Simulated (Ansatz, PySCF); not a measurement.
Gas-phase reaction in SMILES: OB(O)O[SiH3] → O[B]O[SiH3] + [OH] (HO) (the B-O bond at the site shown breaks; other sites are not compared here)
Structures are relaxed separately at B3LYP-D3(BJ)/def2-TZVP in Ansatz (an electronic-structure program), one conformer each, not searched for the lowest. Frequencies are from Ansatz or PySCF.
Geometry of the first species:
SMILES: OB(O)O[SiH3]
```xyz
10

O     -0.9525     0.5204     1.2832
B     -0.8436    -0.3860     0.2505
O     -1.7688    -1.3534    -0.0438
O      0.2609    -0.3214    -0.5386
Si     1.5870     0.6615    -0.5390
H     -1.7397     0.4585     1.8291
H     -2.5412    -1.3823     0.5251
H      1.1905     2.0735    -0.7389
H      2.4408     0.2216    -1.6614
H      2.3325     0.5333     0.7334
```

Wanted: bond dissociation energy (enthalpy at 298 K, with B3LYP-D3(BJ) rigid-rotor harmonic-oscillator terms), in kJ/mol. Cores are frozen in the correlated levels unless marked. Open shells are spin-unrestricted. Spin-orbit coupling is left out. No relativistic terms. Basis-set limits of correlation are two-point, X^-3; Hartree-Fock from the larger set.

Level to compare with: CCSD(T)/CBS(cc-pV(T+d)Z,cc-pV(Q+d)Z) (Ansatz), 605.0 kJ/mol. It is a level with limits of its own, and the differences hold the functionals' basis error too.

Problem. Rank these functionals by how close they come to CCSD(T)/CBS(cc-pV(T+d)Z,cc-pV(Q+d)Z), closest first: revPBE/def2-TZVPD (Ansatz); PBE0/def2-TZVPD (Ansatz); BLYP/def2-TZVPD (Ansatz).

Solution. PBE0/def2-TZVPD (global hybrid, 576.8 kJ/mol, difference -28.2), BLYP/def2-TZVPD (GGA, 561.2 kJ/mol, difference -43.8), revPBE/def2-TZVPD (GGA, 550.6 kJ/mol, difference -54.4)
